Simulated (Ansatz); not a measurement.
Gas-phase electronic energies from Ansatz, PBE0-D4/def2-TZVP geometries. CBS: MP2 limit from def2 TZ/QZ plus the TZ coupled-cluster correction, frozen cores. DFT in def2-TZVPP. For Ge, Se outer-core shells are correlated without core-valence functions, which leaves a few kJ/mol of doubt a bond. Scalar relativity is left out up to krypton. One conformer a species, not always the lowest.

`F[SiH](Cl)[NH][GeH2][Cl]` + `C[SeH]` → `C[Se][SiH](F)Cl` + `[NH2][GeH2][Cl]`  (ligand exchange at the Si–N bond)

(1) Is it downhill or uphill in electronic energy at CCSD(T)/CBS, and by how much? (Best estimate.)

(2) What do these levels give: PBE-D4, r2SCAN-D4, PBE0-D4, ωB97M-V, PBE, PBE0, HF/def2-TZVPP, MP2/def2-TZVPP, SCS-MP2/def2-TZVPP, CCSD/def2-TZVPP, HF/CBS(def2), CCSD/CBS(def2)? (Best estimate.)

Largest T1 diagnostic among the species: 0.011.

Answers

(1) Computed: Uphill: ΔE = +15.5 kJ/mol.

(2) Computed: PBE-D4 2.9, r2SCAN-D4 11.0, PBE0-D4 8.7, ωB97M-V 17.8, PBE 1.3, PBE0 7.1, HF/def2-TZVPP 27.9, MP2/def2-TZVPP 17.6, SCS-MP2/def2-TZVPP 21.0, CCSD/def2-TZVPP 23.5, HF/CBS(def2) 29.2, CCSD/CBS(def2) 17.6 kJ/mol.

From PBE to PBE0 (25 % exact exchange), in def2-TZVPP and without D4, ΔE moves by +5.8 kJ/mol. In def2-TZVPP, CCSD(T) changes the Hartree–Fock value by −6.5 kJ/mol (the triples alone add −2.1 kJ/mol) and MP2 by −10.3 kJ/mol.
